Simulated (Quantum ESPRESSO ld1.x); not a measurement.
Task: The mean radii <r> (bohr) of the occupied orbitals of an atom or ion are listed with their occupations. Calculated with ld1.x of Quantum ESPRESSO 7.5: Dirac Kohn-Sham, LDA (Slater exchange, Perdew-Wang correlation), spin-unpolarised, spherical densities, point nucleus.

orbital  occ.      <r>
1s1/2       2  0.02233
2s1/2       2  0.09411
2p1/2       2  0.07859
2p3/2       4  0.08521
3s1/2       2   0.2374
3p1/2       2   0.2256
3p3/2       2   0.2365
3d3/2       4   0.2064
3d5/2       2   0.2098
4d3/2       2   0.4534

Name the element and its charge. Open shells, if any, fill j = l - 1/2 first.

Result: Z = 63, europium, charge +39: Eu39+ in [Ne] 3s2 3p4 3d6 4d2. The 1s radius gives Z: for a bare nucleus <r> = (2 gamma + 1)/(2Z) with gamma = sqrt(1 - (Z/c)^2), 0.02203 bohr for Z = 63, and screening makes it slightly larger (0.02233 here). The occupations add up to 24, and the charge is Z minus that.
